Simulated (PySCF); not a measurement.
Computed shifts of a molecule C3H8FNSi, PBE/pcSseg-1 (PySCF), GIAO, gas phase, equivalent atoms averaged, in ppm (number of nuclei): ¹³C: 173.2 (1), 97.7 (1), 53.9 (1). ¹⁵N: 374.6 (1). ¹⁹F: -274.0 (1). ²⁹Si: -73.4 (1). ¹H: 8.47 (1), 5.82 (1), 4.21 (3), 3.87 (3). References: ¹³C against TMS (σ = 182.0 ppm); ¹⁵N against NH3 (σ = 267.0 ppm); ¹⁹F against CFCl3 (σ = 133.6 ppm); ²⁹Si against TMS (σ = 335.4 ppm); ¹H against TMS (σ = 31.49 ppm), references at their B3LYP-D3(BJ)/def2-TZVP geometries, non-relativistic. Geometry optimised at B3LYP-D3(BJ)/def2-SVP. Other conformers were not sampled.

Q: Which molecule gave these data?
(A) C/N=C/[C@H](F)[SiH3]
(B) C/C(=C\F)[SiH2]N
(C) CC/C=N/[SiH2]F
(D) N[SiH2]C/C=C\F

A: A, C/N=C/[C@H](F)[SiH3]
